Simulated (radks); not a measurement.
Exchange energies: the exact (Fock) value of the Kohn-Sham orbitals and density-functional approximations, as 100 (|E| - |E exact|)/|E exact|, negative where the magnitude is too small. Species: Ca+ [Ar] 4s1; Eu [Xe] 4f7 6s2; Re2+ [Xe] 4f14 5d5; Au [Xe] 4f14 5d10 6s1; He+ 1s1. Calculated with a radial shooting solver on a logarithmic mesh with Libxc functionals: non-relativistic Kohn-Sham, exchange-only B88, spin-polarised, spherical densities, point nucleus. Every spin shell is full or empty, so the densities are truly spherical. Functionals are evaluated on that one density, not self-consistently.

functional,Ca+,Eu,Re2+,Au,He+
exact (hartree),-35.0678,-230.254,-309.630,-338.019,-0.620064
LDA,-7.38,-4.20,-3.83,-3.78,-14.13
B88,0.00,+0.20,+0.16,+0.11,-0.68
PBE,-0.51,-0.23,-0.26,-0.30,-1.88
PBEsol,-3.27,-1.89,-1.76,-1.76,-6.17
RPBE,-0.04,-0.08,-0.13,-0.18,-0.19
PW91,-0.09,+0.17,+0.14,+0.09,-1.58
AM05,-6.55,-3.94,-3.62,-3.58,-10.92
SOGGA,-3.31,-1.90,-1.76,-1.77,-6.39
B86b,+0.08,+0.15,+0.10,+0.04,-0.93
G96,+0.12,+0.56,+0.55,+0.50,-0.25
APBE,+0.56,+0.43,+0.35,+0.29,-0.33
TPSS,+0.16,-0.22,-0.32,-0.38,+0.11
revTPSS,-0.55,-0.78,-0.82,-0.86,+0.09
TASK,-2.99,-1.99,-1.81,-1.81,+0.11
MVS,-0.20,+0.15,+0.14,+0.10,+0.12
